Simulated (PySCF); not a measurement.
C₂H₇O, charge +1. Atoms are numbered in the order given.

```xyz
10

C     -0.3040     1.2622     0.0000
C      0.6220     0.0894     0.0000
O     -0.1737    -1.2565     0.0000
H      0.3199     2.1606     0.0000
H     -0.9269     1.3002    -0.8944
H     -0.9269     1.3002     0.8944
H      1.2303    -0.0242     0.8926
H      1.2303    -0.0242    -0.8926
H     -0.7224    -1.3850    -0.7968
H     -0.7224    -1.3850     0.7968
```
Charge +1, spin multiplicity 1.

Coordinates come from a B3LYP-D3(BJ)/def2-TZVP optimisation. The isomer is the one that the SMILES or the coordinates give; other isomers of the formula were not compared.

Level of theory: PySCF with B3LYP/pcSseg-1.

GIAO shieldings, no solvent; atoms alike by connectivity are averaged. δ = σ(ref) − σ: ¹³C against TMS (σ = 181.3 ppm); ¹⁷O against H2O (σ = 333.8 ppm); ¹H against TMS (σ = 31.68 ppm), references at their B3LYP-D3(BJ)/def2-TZVP geometries, non-relativistic.

**Question.** Estimate the chemical shifts. (An estimate is asked for; the answer gives what the named calculation found.)

**Answer.** 
```
nucleus       atoms  count  δ (ppm)
-------  ----------  -----  -------
¹³C              C2      1    107.6
¹³C              C1      1     19.2
¹⁷O              O3      1     69.5
¹H           H7, H8      2     5.90
¹H          H9, H10      2     5.35
¹H       H4, H5, H6      3     2.35
```
